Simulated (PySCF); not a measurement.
PySCF 2.14 output of an unrestricted PBE0 calculation on a single atom or ion in Sapporo-DKH3-DZP-2012, with scalar relativity by spin-free X2C-1e:

```
SCF conv_tol = 1e-09
number electrons alpha = 9  beta = 8
    C. Adamo and V. Barone.,  J. Chem. Phys. 110, 6158 (1999)
    M. Ernzerhof and G. E. Scuseria.,  J. Chem. Phys. 110, 5029 (1999)
cycle= 1 E= -600.72194599261  delta_E= -0.00437  |g|= 0.0115  |ddm|= 0.0608
cycle= 2 E= -600.722006606339  delta_E= -6.06e-05  |g|= 0.00272  |ddm|= 0.01
cycle= 3 E= -600.722009166116  delta_E= -2.56e-06  |g|= 0.000905  |ddm|= 0.00248
cycle= 4 E= -600.722009382745  delta_E= -2.17e-07  |g|= 5.25e-05  |ddm|= 0.000595
cycle= 5 E= -600.722009384211  delta_E= -1.47e-09  |g|= 2.2e-06  |ddm|= 4.51e-05
cycle= 6 E= -600.722009384213  delta_E= -2.5e-12  |g|= 1.63e-07  |ddm|= 2.67e-06
converged SCF energy = -600.722009384213  <S^2> = 0.75250404  2S+1 = 2.0025025
```

The run itself started from symmetry-adapted Hartree-Fock orbitals and held the occupation by maximum overlap, on a logarithmic radial grid, so the iterations belong to that start.

Problem. Which element, charge and spin multiplicity is this?

Solution. K²⁺ (potassium, charge +2), multiplicity 2; the state was [Ne] 3s2 3p5, 2P determinant.
